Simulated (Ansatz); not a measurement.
`CC[Si]C` + `[OH][Ga]([OH])[Cl]` → `C[O][Ga]([OH])[Cl]` + `C[Si]C`  (substitution at a C–C bond)

Computed with Ansatz on PBE0-D4/def2-TZVP structures; ΔE is electronic, products minus reactants. CCSD(T)/CBS adds triple-zeta CCSD(T) − MP2 to the extrapolated MP2 energy (def2 sets, frozen cores). Functionals use def2-TZVPP. B3LYP here is the variant with VWN-RPA as its local correlation; programs differ in this. For Ga outer-core shells are correlated without core-valence functions, which leaves a few kJ/mol of doubt a bond. Scalar relativity is left out up to krypton. Each species was taken in one conformer, which may not be the lowest.

`CC[Si]C`:

Cartesian coordinates in Å:
```
C 0.774 -1.011 0.618
C 0.402 0.383 1.105
Si -1.013 1.389 0.329
C -1.070 0.613 -1.400
H 1.004 -1.019 -0.449
H 1.649 -1.406 1.143
H -0.044 -1.719 0.778
H 1.244 1.083 0.936
H 0.274 0.400 2.194
H -0.080 0.615 -1.871
H -1.365 -0.442 -1.318
H -1.775 1.115 -2.064
```

`[OH][Ga]([OH])[Cl]`:

Z-matrix (Å, degrees):
```
Ga
O 1 1.766
Cl 1 2.121 2 119.0
O 1 1.772 2 119.7 3 180.0
H 2 0.961 1 112.5 3 -180.0
H 4 0.960 1 113.7 2 180.0
```

`C[O][Ga]([OH])[Cl]`:

Z-matrix (Å, degrees):
```
C
O 1 1.410
H 1 1.094 2 109.4
H 1 1.096 2 113.1 3 -120.7
H 1 1.094 2 109.5 3 118.6
Ga 2 1.765 1 124.1 3 121.4
Cl 6 2.122 2 120.8 1 -0.1
O 6 1.766 2 119.7 1 179.9
H 8 0.961 6 112.4 2 -0.0
```

`C[Si]C`:

Cartesian coordinates in Å:
```
C 1.012 -0.996 0.160
Si 0.041 -0.213 -1.268
C -1.010 0.983 -0.238
H 1.800 -0.267 0.409
H 1.512 -1.928 -0.109
H 0.425 -1.140 1.072
H -0.477 1.427 0.609
H -1.486 1.768 -0.827
H -1.816 0.366 0.191
```

Q: Is it downhill or uphill in electronic energy at CCSD(T)/CBS, and by how much? (Best estimate.)

A: Computed: Uphill: ΔE = +0.50 eV.

Q: What do these levels give: PBE0-D4, B3LYP-D4, PBE0, HF/def2-TZVPP, CCSD(T)/def2-TZVPP, MP2/CBS(def2)? (Best estimate.)

A: Ansatz gave: PBE0-D4 0.48, B3LYP-D4 0.42, PBE0 0.47, HF/def2-TZVPP 0.36, CCSD(T)/def2-TZVPP 0.47, MP2/CBS(def2) 0.56 eV.

Largest T1 diagnostic among the species: 0.013.

In def2-TZVPP, CCSD(T) changes the Hartree–Fock value by +0.12 eV (the triples alone add +0.01 eV) and MP2 by +0.17 eV.
